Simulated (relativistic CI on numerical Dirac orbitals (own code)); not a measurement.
**One change at a time: Ta²⁶⁺**

Base calculation: Dirac-Coulomb-Breit CI, orbitals from a KLI potential per configuration, model QED (radiative potential, 1s self-energy scaled to tabulated hydrogen-like ionisation energies), unscaled Slater integrals.

CI space (outside the closed core [Ar] 3d10): 4s²4p⁶4d¹⁰4f, 4s²4p⁶4d¹⁰5s, 4s²4p⁶4d⁹4f², 4s²4p⁶4d¹⁰5p, 4s²4p⁵4d¹⁰4f², 4s²4p⁶4d¹⁰5d, 4s²4p⁶4d⁹4f5s, 4s4p⁶4d¹⁰4f², 4s²4p⁶4d¹⁰5f, 4s²4p⁶4d⁹4f5p, 4s²4p⁶4d¹⁰6s, 4s²4p⁶4d¹⁰5g, 4s²4p⁶4d¹⁰6p, 4s²4p⁶4d¹⁰6d, 4s²4p⁶4d¹⁰6f, 4s²4p⁵4d¹⁰4f5s, 4s²4p⁶4d¹⁰7s, 4s²4p⁶4d⁹4f5f, 4s²4p⁶4d¹⁰7p, 4s4p⁶4d¹⁰5s², 4s²4p⁶4d¹⁰8s, 4s²4p⁶4d⁹4f6p. Double excitations out of closed p, d and f shells are left out; levels of such configurations are missing from the list, as are those of other unlisted configurations, and high levels can miss mixing partners.

Variants: (1) one mean potential for all configurations. Shifts of the energy above 4s²4p⁶4d¹⁰4f ²F°5/2, in cm⁻¹, for the lowest level and the first level of each name with at least 55 % of one term (blank where a level changes its place among those of its configuration and J or its character, or is not in the variant):

| Level | Base | Δ(1) |
| --- | --- | --- |
| 4s²4p⁶4d¹⁰4f ²F°5/2 | 0 | 0 |
| 4s²4p⁶4d¹⁰4f ²F°7/2 | 26492 | -89 |
| 4s²4p⁶4d¹⁰5s ²S1/2 | 1007646 | +36 |
| 4s²4p⁶4d¹⁰5p ²P°1/2 | 1356318 | +337 |
| 4s²4p⁶4d⁹4f² ⁴F3/2 | 1495687 | -586 |
| 4s²4p⁶4d⁹4f² ⁴F5/2 | 1500403 | -584 |
| 4s²4p⁶4d⁹4f² ⁴F7/2 | 1513983 | -614 |
| 4s²4p⁶4d⁹4f² ⁴F9/2 | 1533136 | -673 |
| 4s²4p⁶4d⁹4f² ⁴K15/2 | 1550656 | -630 |
| 4s²4p⁶4d⁹4f² ⁴D3/2 | 1552895 | -582 |
| 4s²4p⁶4d¹⁰5p ²P°3/2 | 1559852 | +723 |
| 4s²4p⁶4d⁹4f² ⁴K17/2 | 1560590 | -697 |
| 4s²4p⁶4d⁹4f² ⁴D1/2 | 1564708 | -590 |
| 4s²4p⁶4d⁹4f² ⁴H13/2 | 1566362 | -632 |

At this charge energies of transitions that change n are usually good to better than 1 %, and those within a shell (Δn = 0) to a few per cent.

Ionisation energy from the two ground configurations alone: base 821.595 eV. The NIST ASD value (theoretical) is 832 eV.

LS names give the leading component of a level, which can be under half, so a name can repeat, a term be missing and a line seem to break the LS rules.
